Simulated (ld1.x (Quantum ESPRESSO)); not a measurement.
**Ranking TM semilocal potentials for tin**

All share these settings but for the change named:

```json
{
 "Element": "tin (Sn)",
 "Generator": "ld1.x (Quantum ESPRESSO) 7.5",
 "Type": "norm-conserving Troullier–Martins (semilocal form)",
 "Functional": "PBE",
 "Relativity": "scalar-relativistic",
 "Frozen core": "[Kr]",
 "Valence charge": "14",
 "Reference configuration": "4d10 5s2 5p1.75 (charge +0.25)",
 "Partial waves": "5s (bound): rc 1.55 bohr; 5p (bound): rc 2.45 bohr; 4d (bound): rc 1.75 bohr; 4f channel at 0.25 Ry: rc 2.15 bohr",
 "Local potential": "the f channel",
 "Core correction": "a·sin(br)/r model core, default radius (core density twice the valence density)"
}
```

Test errors are all-electron minus pseudo excitation energies from the reference, over 4d10 5s2 5p2; 4d10 5s2 5p1; 4d10 5s2 5p0; 4d9 5s2 5p2; 4d10 5s1 5p2; 4d10 5s0 5p0; 4d10 5s0 5p4. None of these files shows a bound ghost.

The base gives 81.5 meV.

Of 8 variants that were run, those that failed, showed a ghost or another fault, or gave nearly equal values are left out.

A variant can come out equal or close to the base, since the largest error may sit in a test that the change hardly touches while other tests move.

Problem. Rank these variants by their largest absolute test error, smallest first.
A. core correction a·sin(br)/r model core inside 1.60 bohr
B. wave 4f channel at 0.25 Ry: rc 2.15 bohr becomes 4f channel at 0.25 Ry: rc 2.44 bohr
C. wave 5p (bound): rc 2.45 bohr becomes 5p (bound): rc 3.34 bohr

Solution. A (52.8 meV), B (81.4 meV), C (163.8 meV).
